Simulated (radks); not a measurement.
Values are calculated unless marked as measured or tabulated.
Species: Al3+. Configuration: [Ne].

Code: a radial shooting solver on a logarithmic mesh with Libxc functionals. Model: non-relativistic Kohn-Sham, PBE, spin-polarised, spherical densities, point nucleus.

Energy parts (eV):
| part | energy |
|---|---|
| total | -6537.925 |
| kinetic | 6528.509 |
| electron-nucleus | -15267.351 |
| Hartree | 2681.917 |
| exchange-correlation | -481.001 |

Orbitals (lengths in bohr, moments of r in powers of bohr):
orbital	occ.	eigenvalue (eV)	<1/r>
1s	2	-1543.253	12.58
2s	2	-142.1482	2.339
2p	6	-104.1345	2.221

The highest occupied level is 2p at -104.13 eV. The electron density at the nucleus is 1401 e/bohr^3. Summed over all electrons, <r^2> = 3.686 bohr^2, which gives a Langevin (diamagnetic) susceptibility term of -2.92 x 10^-6 cm^3/mol.
